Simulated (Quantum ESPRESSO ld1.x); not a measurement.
The numbers below are computed, except where a source is named.
The mean radii <r> (bohr) of the occupied orbitals of an atom or ion are listed with their occupations. Level of theory: scalar-relativistic Kohn-Sham, LDA (Slater exchange, VWN5 correlation), spin-polarised, spherical densities, point nucleus (ld1.x of Quantum ESPRESSO 7.5).

| orbital | occ. | <r> |
|---|---|---|
| 1s | 2 | 0.1206 |
| 2s | 2 | 0.6288 |
| 2p | 6 | 0.6040 |
| 3s | 2 | 2.367 |

Name the element and its charge. Open shells, if any, are filled with parallel spins first.

Answer. Z = 13, aluminium, charge +1: Al+ in [Ne] 3s2. The 1s radius gives Z: for a bare nucleus <r> = (2 gamma + 1)/(2Z) with gamma = sqrt(1 - (Z/c)^2), 0.115 bohr for Z = 13, and screening makes it slightly larger (0.1206 here). The occupations add up to 12, and the charge is Z minus that.
